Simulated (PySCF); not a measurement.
**Dipole moment and polarisability of cis-Zr(NH3)2Cl4**

Species: cis-Zr(NH3)2Cl4 (singlet state).
Cartesian coordinates in Å at the PBE0-D3(BJ)/def2-SVP level; atoms count from 1:
```
atom  x, y, z in Å
Zr1   -0.7482    0.1402   -0.7561
N2    -0.6544   -0.1033    1.6416
H3    -1.6241    0.0140    1.9437
H4    -0.1083    0.6160    2.1156
H5    -0.3547   -1.0268    1.9544
Cl6   -0.4324    0.3680   -3.0936
N7     1.6472   -0.1103   -0.6414
H8     1.9471   -0.1270   -1.6186
H9     1.9715   -0.9794   -0.2179
H10    2.1133    0.6834   -0.2011
Cl11  -3.0878    0.3685   -0.4519
Cl12  -0.0847    2.3716   -0.0906
Cl13  -0.5538   -2.2670   -0.5619
```

Level: PBE0/def2-SVPD (PySCF), static field, nuclei fixed, core orbitals frozen in the response. The polarisability tensor in these axes (au):

```
x   121.75   0.93  -4.12
y     0.93 128.44   0.96
z    -4.12   0.96 121.73
```

Problem. Diagonalise the tensor; give its mean and Δα, where Δα² is half the sum of the squared differences of the eigenvalues.

Solution. Principal values 117.46, 125.86 and 128.60 au; mean 123.98 au = 18.37 Å³ = 20.44 × 10⁻⁴⁰ C²·m²/J; Δα = 10.05 au (8 % of the mean).

Problem. What is the dipole moment, and where does it point?

Solution. (5.13, -1.07, 5.17) D, 7.36 D in size, pointing from the negative to the positive side. Measured along this direction, the outermost atoms are Cl6 and Cl11 at the negative end and H9, H4 and H5 at the positive end.

Problem. What depolarisation ratio follows for Rayleigh scattering of linearly polarised light, taking the static tensor?

Solution. ρ = 3Δα²/(45ᾱ² + 4Δα²) = 303.3/(691655 + 404.4) = 0.000438.

Problem. In TDDFT the mean static polarisability is Σ f/ω² over all singlet excitations (ω in hartree). How much of it do the 10 lowest give? Their energies (eV) and oscillator strengths: 5.07, 0.0000; 5.15, 0.0002; 5.21, 0.0006; 5.28, 0.0088; 5.33, 0.0001; 5.33, 0.0010; 5.36, 0.0052; 5.38, 0.0002; 5.40, 0.0002; 5.49, 0.0033.

Solution. They add up to 0.51 au, 0.4 % of the 123.98 au; the largest single term is 0.23 au, from the state at 5.28 eV. Terms in order: 0.00, 0.01, 0.02, 0.23, 0.00, 0.03, 0.13, 0.01, 0.01, 0.08 au. Higher excitations give the rest. The strengths listed sum to 0.020.

Problem. What molar refraction does this α imply?

Solution. Lorentz–Lorenz: R = (4π/3)N_A α = 2.5225 cm³/(mol·Å³) × 18.37 Å³ = 46.3 cm³/mol, in the limit of long wavelengths.

Problem. What would n − 1 = 2πNα be for an ideal gas of these molecules at 500 K and 1 atm, electronic part alone?

Solution. N = p/kT = 1.4678 × 10¹⁹ cm⁻³, so n − 1 = 2π × N × 18.37 × 10⁻²⁴ cm³ = 1694 × 10⁻⁶ at long wavelengths, for an ideal gas.

Geometry: PBE0-D3(BJ)/def2-SVP; no solvent, vibrations or thermal averaging. Atoms past krypton carry effective core potentials; spin–orbit coupling is left out.
